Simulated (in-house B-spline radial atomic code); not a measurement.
# Ionising Ne⁴⁺ with different functionals

Computed with an all-electron radial atomic-structure program (B-spline basis): non-relativistic Hamiltonian, point nucleus, spin-polarised at highest spin, spherical fractional occupations for the functionals, and exact exchange of hybrids averaged over the configuration. The ionisation energy is the difference of two self-consistent energies, [He] 2s2 2p2 → [He] 2s2 2p1, without Breit or QED terms; ε is the level of the shell that loses the electron (its least bound occupied spin orbital).

| method | rung | ΔSCF (eV) | -ε(2p) (eV) |
| --- | --- | --- | --- |
| PBE0 | global hybrid | 127.00 | 115.99 |
| B3LYP | global hybrid | ? | ? |
| TPSSh | global hybrid | 127.18 | 113.85 |
| M06-2X | global hybrid | 126.41 | 119.85 |
| BHandHLYP | global hybrid | 127.07 | 120.00 |
| r2SCAN0 | global hybrid | 127.45 | 116.74 |
| B97-1 | global hybrid | 126.96 | 115.31 |
| HSE06 | range-separated hybrid | 127.02 | 115.57 |
| wB97X | range-separated hybrid | 126.83 | 118.06 |
| CAM-B3LYP | range-separated hybrid | 127.21 | 117.40 |
| LC-wPBE | range-separated hybrid | ? | ? |

(1) What does B3LYP give?

(2) What does LC-wPBE give?

(3) Among the functionals, which spreads more, the ΔSCF values or the orbital energies?

(4) How do they compare with the NIST value?

Results:

(1) ΔSCF 127.27 eV, and -ε(2p) = 115.38 eV.

(2) ΔSCF 127.17 eV, and -ε(2p) = 117.89 eV.

(3) The orbital energies: ΔSCF values span about 1.03 eV and the orbital energies 6.14 eV; here energy differences depend much less on the functional than eigenvalues do.

(4) NIST lists 126.25 eV ± 0.012 (measured, ground level to ground level). Errors run from +0.17 to +1.20 eV; M06-2X is closest (+0.17 eV), but part of that can be cancellation, since the calculations leave out relativity, Breit-QED terms, multiplet and fine-structure energies.
